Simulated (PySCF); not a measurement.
nickel atom (Ni), triplet.

PySCF was given this input:
```python
from pyscf import gto, scf, dft

mol = gto.Mole()
mol.atom = '''
    Ni    0.00000000    0.00000000    0.00000000
'''
mol.basis = '6-31g**'
mol.spin = 2
mol.verbose = 4
mol.build()

mf = dft.UKS(mol)
mf.xc = 'lc_wpbe'
mf.kernel()
```

Problem. Predict the HOMO energy from LC-WPBE/6-31G** in PySCF.

Solution. -3.24 eV

Problem. What number of basis functions does LC-WPBE/6-31G** give?

Solution. 34

These values belong to the state on which the SCF converged, which isn't shown to be the lowest.
